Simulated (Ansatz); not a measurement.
Calculated with Ansatz (gas phase, PBE0-D4/def2-TZVP geometries, no zero-point term in ΔE). CBS: MP2 limit from def2 TZ/QZ plus the TZ coupled-cluster correction, frozen cores. Functionals use def2-TZVPP. Elements past krypton have def2 core potentials. For Ga, Sn outer-core shells are correlated without core-valence functions, which leaves a few kJ/mol of doubt a bond. Scalar relativity is left out up to krypton. Each species was taken in one conformer, which may not be the lowest.

Reaction (substitution at a C–B bond): `C[BH][GaH2]` + `[OH][SnH]([OH])[Cl]` → `C[O][SnH]([OH])[Cl]` + `[BH2][GaH2]`

Problem. Is it downhill or uphill in electronic energy at CCSD(T)/CBS, and by how much? (Best estimate.)

Solution. Ansatz gave: Uphill: ΔE = +105.9 kJ/mol.

Problem. What do these levels give: r2SCAN-D4, PBE0-D4, ωB97M-V, MP2/def2-TZVPP, MP2/def2-QZVPP, HF/CBS(def2)? (Best estimate.)

Solution. Ansatz gave: r2SCAN-D4 109.8, PBE0-D4 110.0, ωB97M-V 107.3, MP2/def2-TZVPP 109.6, MP2/def2-QZVPP 110.8, HF/CBS(def2) 90.8 kJ/mol.

Largest T1 diagnostic among the species: 0.014.

In def2-TZVPP, CCSD(T) changes the Hartree–Fock value by +11.8 kJ/mol (the triples alone add +0.8 kJ/mol) and MP2 by +18.1 kJ/mol.
